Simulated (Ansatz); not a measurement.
A nudged elastic band was laid between two geometries of CH6FMgN (10 atoms, charge 0, multiplicity 1).

These are results of UKS PBE-D4/def2-SVP (Ansatz 0.2.0), not measurements.

```yaml
movable_images: 5
climbing_image: yes
spring: 0.1 eV/Å²
optimiser: quadratic models (default)
start_path: through a guess of the saddle point
force_threshold: 0.05 eV/Å
iteration_limit: 60
end_points: relaxed
```

First end point:

```xyz
10
Properties=species:S:1:pos:R:3
Mg -0.820 0.104 0.250
N 0.547 1.510 -0.779
C -0.056 -1.804 0.720
H -0.074 2.331 -0.866
F -2.156 1.323 0.252
H 0.858 1.269 -1.731
H 1.390 1.824 -0.278
H 0.882 -1.744 1.316
H 0.193 -2.391 -0.192
H -0.766 -2.424 1.309
```

Last end point:

```xyz
10
Properties=species:S:1:pos:R:3
Mg -0.818 0.072 0.181
N 0.568 1.544 -0.726
C -0.062 -1.822 0.710
H -0.098 2.323 -0.850
F -2.179 1.257 0.061
H 0.964 1.336 -1.654
H 1.349 1.902 -0.158
H 1.012 -1.783 0.999
H -0.132 -2.551 -0.129
H -0.605 -2.279 1.565
```

(1) Which bonds break or form, and what moves?

(2) Give the energies along the band, and the barrier.

(3) What is the geometry of the highest image?

Answers

(1) No bond is made or broken.

(2) The forces met the threshold. The highest image is number 4 of 0 to 6, 0.002 eV above the ends, which have the same energy within 2 meV. The top lies less than 8 meV above the higher end, about what the thresholds resolve: that end is a shoulder or a very shallow well. Another band between the same ends (5 images) ends at a top of the same energy, where a vibrational analysis finds 1 clearly imaginary mode.

| image | path coordinate (Å) | energy (eV) |
| --- | --- | --- |
| 0 | 0.00 | 0.000 |
| 1 | 0.42 | 0.000 |
| 2 | 0.82 | 0.001 |
| 3 | 1.11 | 0.002 |
| 4 | 1.54 | 0.002 |
| 5 | 1.96 | 0.001 |
| 6 | 2.36 | 0.001 |

(3) 
```xyz
10
Properties=species:S:1:pos:R:3
Mg -0.859 0.021 0.060
N 0.555 1.567 -0.663
C -0.034 -1.805 0.717
H -0.100 2.333 -0.882
F -2.278 1.097 -0.255
H 1.076 1.362 -1.527
H 1.246 1.941 0.002
H 1.077 -1.813 0.655
H -0.390 -2.671 0.118
H -0.292 -2.033 1.775
```

Time of the run: 82 s on 2 threads of AMD EPYC 9R45 96-Core Processor (Zen 5), on a shared host, peak memory 0.17 GiB.
